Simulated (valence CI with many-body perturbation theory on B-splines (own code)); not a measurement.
Results of a calculation; reference values are marked as such.
## Bi L: what each term of the Hamiltonian does

Method: relativistic CI+MBPT: six valence electrons over a frozen Dirac-Fock core [Ar] 3d10, radial functions for each j: 9 s, 9 p, 8 d, 6 f, 3 g, 1 h, with the one-electron correlation potential Σ1, the two-electron term Σ2, the three-electron term Σ3, Breit, model QED; selected CI, second order for the rest, scaled by the run's own slope (own B-spline code, finite nucleus).

The last digits are not significant, and no measured levels were compared; by estimate large intervals hold to a few tenths of a per cent, small ones and those within an open d or f shell to about a per cent. Among the levels kept, up to 630 cm⁻¹ of a level comes from second order outside the variational space, and about a tenth of that is noise between levels of different J, which matters for small intervals.

Each rung adds one term. CI alone is the Dirac-Coulomb CI over the frozen core; QED comes last and gives the full result, which names the levels. Energies are above (4s^2 4p1/2^2 4p3/2^2) J=2 on the same rung, in cm⁻¹.

Levels are named by their leading jj configuration (3d3/2^4 stands for four electrons in 3d with j = 3/2), which in mixed levels can hold well under half, so a name can repeat and another be missing. Letters in brackets count levels of one name in rising energy.

```tsv
Level	CI alone	+ Σ1	+ Σ2	+ Σ3	+ Breit	Full
(4s^2 4p1/2^2 4p3/2^2) J=0	85507	85521	84486	84151	84755	84718
(4s^2 4p1/2 4p3/2^3) J=1	1399540	1402360	1405250	1405360	1390240	1391440
(4s^2 4p1/2 4p3/2^3) J=2	1442700	1445530	1447710	1447650	1432110	1433320
(4s^2 4p1/2^2 4p3/2 4d3/2) J=2	1510520	1508260	1506080	1506580	1503310	1499960
(4s^2 4p1/2^2 4p3/2 4d3/2) J=0	1538490	1536240	1533880	1534360	1531730	1528350
(4s^2 4p1/2^2 4p3/2 4d3/2) J=1	1544170	1541950	1539220	1539650	1536350	1532910
(4s^2 4p1/2^2 4p3/2 4d3/2) J=3	1549730	1547500	1545010	1545350	1541430	1538130
(4s^2 4p1/2^2 4p3/2 4d5/2) J=4	1827860	1826710	1824260	1824790	1814970	1812370
(4s^2 4p1/2^2 4p3/2 4d5/2) J=2	1857870	1856810	1852930	1853450	1844390	1841510
(4s^2 4p1/2^2 4p3/2 4d5/2) J=3	1967000	1965870	1957440	1957360	1947970	1945380
(4s^2 4p1/2^2 4p3/2 4d5/2) J=1	2001410	2000320	1993530	1993240	1984450	1981750
(4s 4p1/2^2 4p3/2^3) J=2	2437640	2439220	2438080	2438620	2434690	2421600
(4s 4p1/2^2 4p3/2^3) J=1	2557180	2558750	2555160	2555540	2550750	2538060
(4s^2 4p1/2 4p3/2^2 4d3/2) J=2 [a]	2867280	2867830	2868810	2869670	2850760	2848680
(4s^2 4p1/2 4p3/2^2 4d3/2) J=1 [a]	2867590	2868170	2868650	2869490	2851140	2848830
(4s^2 4p1/2 4p3/2^2 4d3/2) J=0	2872350	2872920	2873850	2874720	2855880	2853650
(4s^2 4p3/2^4) J=0	2875640	2881280	2885970	2885830	2855760	2858090
(4s^2 4p1/2 4p3/2^2 4d3/2) J=3 [a]	2905280	2905860	2906440	2907130	2887340	2885270
(4s^2 4p1/2 4p3/2^2 4d3/2) J=4	2944610	2945170	2945480	2945920	2925520	2923430
```

Q: How does the ionisation energy move along the ladder, and which term matters most?

A: CI alone 2774.7, + Σ1 2776.3, + Σ2 2776.8, + Σ3 2776.2, + Breit 2774.0, + QED 2773.7 eV. The largest step is Breit, -2.3 eV. NIST lists 2771 ± 4 eV (theoretical).
